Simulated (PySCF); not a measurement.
# Structure from 2D NMR

Compound of formula C6H7F3. Correlations simulated from computed shifts and couplings:

HSQC (one-bond C–H):
```
  δH    δC  1J(C,H) (Hz)
2.48  22.0           135
1.21  23.3           136
```

COSY cross peaks (|J| ≥ 2 Hz):
```
  δH    δH  abs. J (Hz)  bonds
2.48  1.21          7.8      3
```

HMBC (two and three bonds, |J| ≥ 2.5 Hz):
```
  δH                    δC [abs. J in Hz]
2.48  98.9 [11.5], 74.2 [4.5], 23.3 [5.2]
1.21   98.9 [6.5], 23.3 [5.6], 22.0 [3.3]
```

Carbons without hydrogens: δ 119.5, 98.9, 74.2.

Level of theory: geometry from PBE0-D3(BJ)/def2-SVP, NMR shieldings at PBE0/pcSseg-1/GIAO, spin–spin couplings from B3LYP/pcJ-1 (spin–dipole term only in couplings to heteroatoms), in PySCF (a single conformation, averaged over atoms made equivalent by symmetry, fast rotation or ring inversion, non-relativistic, no solvent model).

Shifts are taken against calculated references (same method and geometry level): TMS for 1H, 13C.

Exchangeable hydrogens are left out of these lists, and C,H couplings along chains are those of one rotamer, so weak HMBC peaks may be missing or extra.

Task: Assemble the structure.

Result: `InChI=1S/C6H7F3/c1-5(2)3-4-6(7,8)9/h5H,1-2H3`.

Numbering as in the mapped SMILES `[CH3:1][CH:2]([CH3:3])[C:4]#[C:5][C:6]([F:7])([F:8])[F:9]`. Each H is labelled by its parent atom.

- δC 119.5 is C6, a CF3 carbon.
- δC 98.9 is C4, an alkyne carbon.
- δC 74.2 is C5, an alkyne carbon.
- δC 23.3 is C1/C3, a methyl carbon (δH 1.21).
- δC 22.0 is C2, a propargylic sp3 CH (δH 2.48).
- HMBC from δH 2.48 reaches the proton-free carbons C4, C5.
- HMBC from δH 1.21 reaches the proton-free carbon C4.
- COSY links 2.48–1.21.

The shifts were computed for this structure.

Common functionals overestimate the size of one-bond C–F couplings by tens of Hz; these are unscaled. Unscaled 3J(H,H) at this level run about 10 % above measured values. Shifts are as computed. Against solution values, carbons near 30 ppm lie about +2 ppm off and those near 130 ppm about +5 ppm. Of 1313 compounds with measured shifts, 239 miss one by over three times the rms of a fit or turn the order of signals round; such compounds aren't used in these exercises.
